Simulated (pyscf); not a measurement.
`[NH2][Zn]`, doublet

Gas-phase minimum from PySCF at ωB97X-D3(BJ)/def2-SVP, one conformer. Other isomers of [H₂N–Zn]• were not searched in full and may lie lower. 

```
N
H 1 1.0236
H 1 1.0236 2 105.34
Zn 1 1.8817 2 112.23 3 -122.41
```
Charge 0, spin multiplicity 2.

Properties at ωB97X-D3(BJ)/def2-SVP:

```
Item                                                                                                                                                 Result
---------------------------------------------------------------------------------------------------------------------  ------------------------------------
Harmonic wavenumbers, unscaled                                                                                         460, 598, 700, 1536, 3505, 3595 cm⁻¹
Zero-point energy                                                                                                                             14.9 kcal/mol
Rotational symmetry number                                                                                                                                1
Entropy of this conformer at 298 K and 1 atm, rigid rotor and harmonic oscillator, modes under 100 cm⁻¹ raised to 100                       259.0 J/(mol K)
Dipole moment                                                                                                                                        1.58 D
Spin expectation value S2                                                                                                                             0.755
```

Single-point totals, which compare only within one level (frozen core for MP2 and CC):

| level | total energy (hartree) |
|---|---|
| ωB97X-D3(BJ)/def2-TZVP | -1835.31182 |
| PBE/def2-TZVP | -1835.00504 |
| r²SCAN/def2-TZVP | -1835.29235 |
| B3LYP-D3(BJ)/def2-TZVP | -1835.39597 |
| PBE0-D3(BJ)/def2-TZVP | -1835.02480 |
| M06-2X/def2-TZVP | -1835.28799 |
| ωB97M-D3(BJ)/def2-TZVP | -1835.37881 |
| UHF/def2-TZVPP | -1833.41438 |
| MP2/def2-TZVPP | -1834.45243 |
| CCSD/def2-TZVPP | -1834.37902 |
| CCSD(T)/def2-TZVPP | -1834.40473 |

The CCSD(T) − MP2 part came from Ansatz, without density fitting, on the same reference. The frozen core leaves the outer d or s,p core shells of the metals and heavy elements correlated in the MP2 and CC values, and def2-TZVPP describes them poorly, so these totals are far from the basis limit. Elements up to Kr have no core potential and no relativistic terms here.
